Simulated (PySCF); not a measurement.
A structure optimised at B3LYP-D3(BJ)/def2-SVP, used in a PySCF frequency run:

```xyz
8

C      0.0000     0.0000    -1.3181
N      0.0000    -1.1781    -0.7523
C      0.0000    -1.1287     0.5905
N      0.0000     0.0000     1.2975
C      0.0000     1.1287     0.5905
N      0.0000     1.1781    -0.7523
H      0.0000    -2.0796     1.1363
H      0.0000     2.0796     1.1363
```
Charge 0, spin multiplicity 2.

Write its SMILES, formula and point group.

[c]1ncncn1, C3H2N3, C2v

What are its rotational constants (standard atomic weights)?

7.0964, 6.4626, 3.3823 GHz
